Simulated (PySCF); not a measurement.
Species: C3H5O2Si (charge -1).
Numbering: `[O:1]=[C:2]([SiH3:3])/[CH:4]=[CH:5]/[O-:6]` (hydrogens: H7, H8, H9 on Si3; H10 on C4; H11 on C5)

Level of theory: PBE0-D3(BJ)/def2-TZVP geometry optimisation, gas phase in PySCF 2.14.0.

Task: Give the optimised bond lengths and angles.

Result: 
| bond | length (Å) |
| --- | --- |
| O1=C2 | 1.245 |
| C2–Si3 | 1.938 |
| C2–C4 | 1.402 |
| C4=C5 | 1.405 |
| C5–O6 | 1.234 |
| Si3–H7, Si3–H8, Si3–H9 | 1.497 |
| C4–H10 | 1.088 |
| C5–H11 | 1.124 |

Bonds in one row agree within 0.01 Å and their mean is given. A selection of angles:
| angle | degrees |
| --- | --- |
| O1–C2–Si3 | 113.6 |
| O1–C2–C4 | 127.0 |
| Si3–C2–C4 | 119.4 |
| C2–Si3–H7 | 116.1 |
| C2–Si3–H9 | 106.7 |
| H7–Si3–H8 | 105.1 |
| C2–C4–C5 | 122.1 |
| C2–C4–H10 | 118.6 |
| C5–C4–H10 | 119.3 |
| C4–C5–O6 | 128.9 |
| C4–C5–H11 | 113.4 |
| O6–C5–H11 | 117.7 |

Dihedral angles: O1–C2–C4–C5 180° (antiperiplanar); C2–C4–C5–O6 180° (antiperiplanar).

Of the pairs four or more bonds apart, Si3···H11 is among the closest relative to their van der Waals radii: 2.50 Å, 76 % of the sum of Bondi's values. C5 (vinylic carbon bearing oxygen) is planar (angles 128.9°, 117.7° and 113.4°, sum 360.0°, 0.00 Å off the plane of its three neighbours). Si3 (SiH3 silicon) is distorted tetrahedral (angles from 105.1° to 116.2°). C4 (carbon bonded to 2 C and H) is planar (angles 122.1°, 119.3° and 118.6°, sum 360.0°, 0.00 Å off the plane of its three neighbours). The 6 heavy atoms lie in one plane (0.001 Å rms). C2 (carbonyl carbon) is planar (angles 127.0°, 119.4° and 113.6°, sum 360.0°, 0.00 Å off the plane of its three neighbours).

Point group: Cs (every atom within 0.08 Å of its image). No PBE0-D3(BJ)/def2-TZVP frequencies stand behind this structure, so it isn't proved a minimum. The structure is a single PBE0-D3(BJ)/def2-TZVP conformer in the gas phase; no vibrational or solvent corrections.

Hardware: Arm Neoverse V2, one thread, on a shared host. Cost: 75 s, 0.90 GiB resident at most. This is the geometry optimisation.
